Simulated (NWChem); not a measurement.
Molecule: C₂H₇ClSi; SMILES C(C)[SiH2]Cl

```xyz
11

Si     0.9103    -0.1790     0.1460
Cl    -0.5756    -1.6195    -0.0658
C      0.2679     1.4704    -0.4704
C     -0.9750     1.9846     0.2503
H      1.2683    -0.1193     1.5938
H      2.0941    -0.6255    -0.6437
H      1.1042     2.1878    -0.3797
H      0.0785     1.3659    -1.5530
H     -0.7860     2.1407     1.3243
H     -1.3151     2.9449    -0.1671
H     -1.8079     1.2701     0.1641
```
Atoms are numbered in this order, from 1.

Level: PBE0/def2-SVP (NWChem), optimised geometry, unscaled harmonic frequencies. 

| frequency (cm⁻¹) | IR intensity (km/mol) |
|---|---|
| 86 | 0.5 |
| 149 | 1.4 |
| 225 | 0.1 |
| 290 | 1.9 |
| 530 | 47.5 |
| 558 | 25.8 |
| 655 | 11.6 |
| 682 | 17.5 |
| 743 | 21.8 |
| 863 | 210.3 |
| 949 | 97.2 |
| 979 | 37.1 |
| 991 | 29.2 |
| 1068 | 12.7 |
| 1246 | 3.6 |
| 1262 | 2.0 |
| 1393 | 2.6 |
| 1422 | 5.9 |
| 1474 | 6.4 |
| 1477 | 8.3 |
| 2241 | 97.1 |
| 2248 | 124.8 |
| 3051 | 11.4 |
| 3055 | 22.1 |
| 3108 | 2.1 |
| 3146 | 15.8 |
| 3153 | 11.7 |

- zero-point energy: 52.9 kcal/mol
- thermal correction to the enthalpy at 298.15 K (with zero-point energy): 57.4 kcal/mol
- heat capacity Cv: 21.0 cal/(mol K)
- entropy at 298.15 K and 1 atm (symmetry number 1): 78.6 cal/(mol K)
- dipole moment: 1.95 D

Rigid rotor and harmonic oscillator; modes under 100 cm⁻¹ make the entropy uncertain.
